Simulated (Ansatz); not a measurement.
CH$_{3}$AlINO, SMILES `[I][Al]1[NH]C[O]1` at its PBE0-D4/def2-TZVP geometry, where that method's forces vanish. The species carries charge 0 and has multiplicity 1. I: def2 effective core potential.

| atom | x (Å) | y (Å) | z (Å) |
| --- | --- | --- | --- |
| I1 | -1.799 | 0.144 | -3.209 |
| Al2 | -0.649 | -0.038 | -1.070 |
| N3 | 0.459 | 0.798 | -0.003 |
| C4 | 0.331 | -0.346 | 0.906 |
| O5 | -0.572 | -1.198 | 0.206 |
| H6 | 1.046 | 1.576 | 0.228 |
| H7 | -0.099 | -0.068 | 1.877 |
| H8 | 1.284 | -0.867 | 1.065 |

Task: For each bond, give half the difference of the two atoms' forces along it (eV/Å; positive pushes the atoms apart) under PBE-D4, r2SCAN-D4, B3LYP-D4, ωB97M-V in def2-TZVPP. (Best estimate.)

Result: Ansatz gave: 
```csv
bond,length (Å),PBE-D4,r2SCAN-D4,B3LYP-D4,ωB97M-V
I1–Al2,2.436,-0.14,-0.02,0.00,-0.11
Al2–N3,1.750,0.24,0.05,0.08,0.08
Al2–O5,1.726,0.50,0.11,0.08,0.05
N3–C4,1.466,0.10,0.19,0.28,0.28
N3–H6,1.002,0.10,-0.05,-0.08,-0.10
C4–O5,1.426,0.37,0.28,0.34,0.29
C4–H7,1.098,0.08,-0.08,-0.19,-0.21
C4–H8,1.098,0.08,-0.08,-0.19,-0.21
```

B3LYP here is the variant with VWN-RPA as its local correlation; programs differ in this.
